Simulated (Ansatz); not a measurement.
Compare A (`[SiH3][CH2][SnH2][Cl]`) with its isomer B (`[SiH3][SnH2][CH2]Cl`).

Computed with Ansatz on PBE0-D4/def2-TZVP structures; ΔE is electronic, products minus reactants. CBS: MP2 limit from def2 TZ/QZ plus the TZ coupled-cluster correction, frozen cores. DFT in def2-TZVPP. B3LYP here is the variant with VWN-RPA as its local correlation; programs differ in this. Elements past krypton have def2 core potentials. For Sn outer-core shells are correlated without core-valence functions, which leaves a few kJ/mol of doubt a bond. Each species was taken in one conformer, which may not be the lowest.

Task: Which is lower in electronic energy at CCSD(T)/CBS, and by how much? (An estimate is asked.)

Result: The calculation gave: A, by 35.9 kcal/mol.

Task: Give E(B) − E(A) in kcal/mol with HF/def2-TZVPP, B2PLYP, CCSD/def2-TZVPP, r2SCAN-D4, B3LYP-D4, ωB97M-V, MP2/def2-TZVPP. (Best estimate.)

Result: Ansatz gave: HF/def2-TZVPP 39.6, B2PLYP 35.6, CCSD/def2-TZVPP 35.8, r2SCAN-D4 35.4, B3LYP-D4 34.7, ωB97M-V 35.9, MP2/def2-TZVPP 36.9. None reverses the order clearly.

Largest T1 diagnostic: 0.012.

From PBE to PBE0 (25 % exact exchange), in def2-TZVPP and without D4, E(B) − E(A) moves by +1.9 kcal/mol. In def2-TZVPP, CCSD(T) changes the Hartree–Fock value by −4.3 kcal/mol (the triples alone add −0.5 kcal/mol) and MP2 by −2.6 kcal/mol.
